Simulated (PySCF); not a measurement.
A GIAO shielding run with PySCF 2.14 (density fitting, non-relativistic, gas phase) on SMILES CC(C)[Si@H]1CCC[SiH2]1, C₆H₁₆Si₂:

```
{"job": {"kind": "nmr", "xc": "PBE0", "basis": "pcSseg-1"}, "charge": 0, "multiplicity": 1}
C      2.389756    -1.387885     0.250628
C      1.712570    -0.020987     0.242271
C      2.672134     1.038529    -0.286363
Si     0.098938    -0.040756    -0.787569
C     -1.185563    -1.259724    -0.053947
C     -2.581858    -0.717740    -0.357185
C     -2.736501     0.730281     0.110931
Si    -1.314636     1.784936    -0.616288
H      1.721510    -2.148328     0.648151
H      2.674151    -1.677464    -0.758886
H      3.290526    -1.369599     0.863859
H      1.470017     0.237587     1.279162
H      2.939874     0.825881    -1.319165
H      2.218189     2.026723    -0.250682
H      3.588854     1.060517     0.302392
H      0.452183    -0.493088    -2.150437
H     -1.061910    -1.335486     1.028737
H     -1.090815    -2.269987    -0.451692
H     -2.755035    -0.767445    -1.436138
H     -3.340261    -1.345203     0.122178
H     -3.722524     1.102000    -0.167642
H     -2.694173     0.752878     1.201852
H     -1.757081     2.403954    -1.872299
H     -1.000080     2.890172     0.299153
```

Hardware: 1 thread of an Arm Neoverse V2, shared host. The job also computes population analyses, field gradients, ring-centre shieldings.

Problem. How large is the calculation?

Solution. 80 electrons, 230 basis functions and 1236 auxiliary functions.

Problem. How long does it take?

Solution. 41 s of wall time, with 12 SCF cycles and 4 response iterations. Times on a shared host scatter by some tens of per cent.
